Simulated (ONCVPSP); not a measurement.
## Before and after: ONCV potential for P (Z = 15)

P, optimised norm-conserving Vanderbilt (ONCV), made with ONCVPSP 4.0.1 (PBE, scalar-relativistic). Core [Ne], reference 3s2 3p3. Waves: 3s: rc 1.50 bohr, ncon 4, nbas 7, qcut 4.4 1/bohr, 2 projectors, debl 1.8 Ha; 3p: rc 1.30 bohr, ncon 4, nbas 8, qcut 6.9 1/bohr, 2 projectors, debl 2.5 Ha. Local part: polynomial inside 0.95 bohr (lpopt 1, dvloc0 0 Ha). Core correction: none.

Change: all radii scaled by about 0.92 (s 1.38, p 1.20 bohr); local potential polynomial inside 0.88 bohr (lpopt 1, dvloc0 0 Ha).

Cutoffs: the cutoffs (Ha) at which the residual kinetic energy of the hardest occupied pseudo-wave falls to 1 and 0.1 mHa per electron; they do not see the model core or the augmentation charge, which bear on the density cutoff. Errors are all-electron minus pseudo energies relative to the spin-unpolarised reference configuration.

Question: How do hardness, ghosts and transferability respond?

Answer: The potential gets harder (19 Ha and 99 Ha → 62 Ha and 138 Ha); both files keep a bound ghost (p); of the 4 tests that both files solve, the error grows in 1 and shrinks in 1 by more than 15 % and 0.3 meV (median size 9.3 → 11.1 meV). A smaller radius makes the pseudo-wave follow the all-electron one further in, where it bends more sharply, so more plane waves are needed.

| quantity | base | changed |
| --- | --- | --- |
| cutoff, loose | 19 Ha | 62 Ha |
| cutoff, tight | 99 Ha | 138 Ha |
| loose cutoff by channel | s 10 Ha, p 19 Ha | s 9.9 Ha, p 62 Ha |
| bound ghosts | p | p |
| GHOST(+) flags under 300 eV | s at 128.9 eV | s at 99.8 eV |
| error for 3s2 3p2, meV [ΔE 9.73 eV] | -1.0 | -0.5 |
| error for 3s2 3p1, meV [ΔE 28.88 eV] | -1.0 | +1.1 |
| error for 3s2 3p0, meV [ΔE 58.62 eV] | +18 | +21 |
| error for 3s1 3p0, meV [ΔE 110.62 eV] | +168 | +162 |

Changed file: The cutoffs count occupied waves only; projector 2 of the p channel, the hardest unoccupied one, needs 177 Ha at the loose tolerance. A true bound ghost makes a file unfit for plane-wave use even where its test errors are small: the radial tests pick states by their node count and pass the ghost by.
